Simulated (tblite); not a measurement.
C7H8S.
Geometry (GFN2-xTB, Å), atoms numbered from 1 in this order:
```xyz
16
C7H8S angstrom
S     -2.727   -0.601   -1.352
C     -1.835   -0.897    0.232
C     -0.454   -0.334    0.185
C      0.571   -1.036   -0.439
C      1.844   -0.502   -0.507
C      2.108    0.740    0.045
C      1.091    1.450    0.660
C     -0.185    0.918    0.725
H     -2.577    0.722   -1.348
H     -1.826   -1.982    0.334
H     -2.433   -0.458    1.030
H      0.363   -2.003   -0.873
H      2.634   -1.057   -0.993
H      3.104    1.155   -0.005
H      1.290    2.421    1.089
H     -0.977    1.476    1.205
```

All values are computed: GFN2-xTB (tblite) harmonic vibrations without scaling, gas phase. This tight-binding method is rough: wavenumbers can miss measured ones by several per cent, in bad cases by 10 to 20. Modes of hydrogen on sulfur can be 10 to 20 % off. One conformer, not necessarily the lowest.

Harmonic wavenumbers (cm⁻¹): 35.0, 102.0, 194.0, 248.2, 338.0, 370.0, 462.4, 530.9, 591.4, 660.5, 688.4, 751.8, 781.7, 823.2, 876.2, 901.5, 928.8, 933.0, 940.5, 988.6, 1084.9, 1107.9, 1132.5, 1182.4, 1198.4, 1215.9, 1235.9, 1290.4, 1325.6, 1440.8, 1442.8, 1478.3, 1592.1, 1603.0, 2437.9, 2985.5, 3009.2, 3066.9, 3075.3, 3080.1, 3086.4, 3094.2.

A = 4121, B = 1027, C = 919.0 MHz; mass 124.035 u (most abundant isotopes); point group C1, symmetry number 1.

Task: Zero-point energy?

Result: Half the sum of the wavenumbers: 27156 cm⁻¹ = 324.86 kJ/mol.

Task: What is S at 273.15 K and 1 bar for an ideal gas of classical rigid rotors and harmonic oscillators?

Result: Translation 167.16, rotation 119.42, vibration 73.70: S = 360.3 J/(mol K).

Task: And Cp and H(273.15 K) − H(0)?

Result: Cp = 119.86 J/(mol K), of which vibrations give 86.60 (their classical limit is 42 R = 349.2); H(273.15 K) − H(0) = 19.83 kJ/mol without the zero-point energy, 10.75 from vibrations.

Task: Which modes carry the vibrational entropy at 273.15 K?

Result: 35.0 cm⁻¹: 22.38; 102.0 cm⁻¹: 13.58; 194.0 cm⁻¹: 8.49; 248.2 cm⁻¹: 6.65; 338.0 cm⁻¹: 4.54; 370.0 cm⁻¹: 3.97 J/(mol K); the other 36 give 14.09 together.

Task: Blend soft modes into free rotors: weight 1/[1 + (100 cm⁻¹/ν̃)⁴] for the oscillator and the rest for a rotor with moment μB/(μ + B), μ = h/(8π²ν), B = 10⁻⁴⁴ kg m². What vibrational entropy results?

Result: 66.45 J/(mol K) in place of 73.70, which changes −T·S at 273.15 K by +1.98 kJ/mol.

Task: What must be added to the electronic energy to get the Gibbs energy at 273.15 K and 1 bar?

Result: ZPE + [H(273.15 K) − H(0)] − T·S = 324.86 + 19.83 − 98.41 = 246.28 kJ/mol.

Hindered rotation and anharmonicity are outside this model. Other conformers, if any are populated, would add a mixing term that is left out. The structure is chiral; the term R ln 2 for an equal mix with its mirror image is left out.
